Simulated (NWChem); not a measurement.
A series in which one site is exchanged, each optimised at PBE0/def2-SVP with NWChem, gas phase unless a solvent is named. Some are not confirmed as minima by frequencies. def2 effective core potentials on Y, In, La; no spin-orbit coupling.

A: [Cl][Y]([F])[Cl] (YCl$_{2}$F; site = Y)
B: [F][La]([Cl])[Cl] (LaCl2F; site = La)
C: [F][In]([Cl])[Cl] (InCl$_{2}$F; site = In)
D: [F][Sc]([Cl])[Cl] (ScCl2F; site = Sc)

Values for A:

- dipole (D), PBE0/def2-SVP = 0.61
- orbital gap (eV), PBE0/def2-SVP = 6.22
- static polarisability, B3LYP/def2-SVPD (bohr³) = 63.4

### Question
How do these values change for the other members?

### Answer
```csv
change from A,B,C,D
"dipole (D), PBE0/def2-SVP",+2.62,+0.23,-0.08
"orbital gap (eV), PBE0/def2-SVP",-0.26,+0.13,-0.11
"static polarisability, B3LYP/def2-SVPD (bohr³)",+8.0,-1.3,-3.6
```
